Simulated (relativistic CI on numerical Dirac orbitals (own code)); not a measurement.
## What each ingredient does to the levels of Pm XLVI

Base calculation: Dirac-Coulomb-Breit CI, orbitals from a KLI potential per configuration, model QED (radiative potential, 1s self-energy scaled to tabulated hydrogen-like ionisation energies), unscaled Slater integrals.

CI space (outside the closed core [Ne]): 3s2 3p4, 3s 3p5, 3s2 3p3 3d, 3p6, 3s 3p4 3d, 3p5 3d, 3s 3p3 3d2, 3s2 3p2 3d 4p, 3p5 4s, 3s 3p3 3d 4s, 3p5 4p, 3s2 3p3 4s, 3s2 3p2 3d2, 3s2 3p 3d3, 3s 3p2 3d3, 3s2 3p 3d2 4s, 3p4 3d2, 3p3 3d3, 3p3 3d2 4s, 3s2 3p2 3d 4s, 3s 3p2 3d2 4s, 3s2 3p 3d 4s2. Double excitations out of closed p, d and f shells are left out; levels of such configurations are missing from the list, as are those of other unlisted configurations, and high levels can miss mixing partners.

Variants: (1) Breit term removed; (2) one mean potential for all configurations. Shifts of the energy above 3s2 3p4 3P_2, in eV, for the lowest level and the first level of each name with at least 55 % of one term (blank where a level changes its place among those of its configuration and J or its character, or is not in the variant):

```csv
Level,Base,Δ(1),Δ(2)
3s2 3p4 3P_2,0.000,0.000,0.000
3s2 3p4 1S_0,15.334,-0.270,-0.005
3s2 3p4 3P_1,136.482,+1.589,+0.019
3s2 3p4 1D_2,144.536,+1.839,+0.016
3s2 3p3 3d 3P°_0,189.107,+0.435,-0.027
3s 3p5 3P°_2,275.369,+0.447,+0.093
3s2 3p4 3P_0,286.855,+3.246,+0.034
3s2 3p3 3d 3G°_5,357.991,+4.326,-0.035
3s 3p5 3P°_0,416.257,+2.116,+0.081
3s 3p4 3d 5F_5,477.100,+2.366,+0.108
```

At this charge energies of transitions that change n are usually good to better than 1 %, and those within a shell (Δn = 0) to a few per cent.

Ionisation energy from the two ground configurations alone: base 3717.8 eV; Breit term removed 3720.79 eV. The NIST ASD value (theoretical) is 3718 eV.

LS names give the leading component of a level, which can be under half, so a name can repeat, a term be missing and a line seem to break the LS rules.
